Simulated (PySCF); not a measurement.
C8H14BN.
Numbering: `[CH3:1][CH:2]([CH3:3])[BH2-:4][n+:5]1[cH:6][cH:7][cH:8][cH:9][cH:10]1` (hydrogens: H11, H12, H13 on C1; H14 on C2; H15, H16, H17 on C3; H18, H19 on B4; H20 on C6; H21 on C7; H22 on C8; H23 on C9; H24 on C10)

Torsions of this conformer, `[CH3:1][CH:2]([CH3:3])[BH2-:4][n+:5]1[cH:6][cH:7][cH:8][cH:9][cH:10]1`: C1–C2–B4–N5 64°, C2–B4–N5–C6 88°.

The closed-shell ground state was solved at several levels (PySCF, density fitting, gas phase, non-relativistic). Isolated species at its PBE0-D3(BJ)/def2-SVP geometry (one conformer only).

```tsv
level	basis functions	total energy (Eh)	HOMO (eV)	LUMO (eV)	gap (eV)	dipole (D)
wB97X-D/def2-SVPD	312	-392.4897	-8.63	-0.29	8.34	6.16
KT2/pcSseg-1	240	-399.8071	-5.77	-2.76	3.01	5.68
```

(1) What might PBE0/pcSseg-1 (240 basis functions) give for the same quantities?

(2) Over all these levels, which gives the widest orbital gap and which the narrowest?

(3) How far do the dipole and the HOMO energy spread over the levels?

Answers

(1) Total energy -392.3568 Eh, HOMO -6.84 eV, LUMO -1.98 eV, gap 4.86 eV, dipole 6.07 D.

(2) wB97X-D/def2-SVPD (range-separated hybrid) has the widest, 8.34 eV, and KT2/pcSseg-1 (GGA) the narrowest, 3.01 eV. Functional and basis both differ between the two, so the spread mixes both effects.

(3) The dipole runs from 5.68 to 6.16 D (mean 5.97 D) and the HOMO from -8.63 to -5.77 eV.

The pairwise dispersion term of wB97X-D wasn't added to the energies; at a given geometry it leaves orbitals and properties as they are.
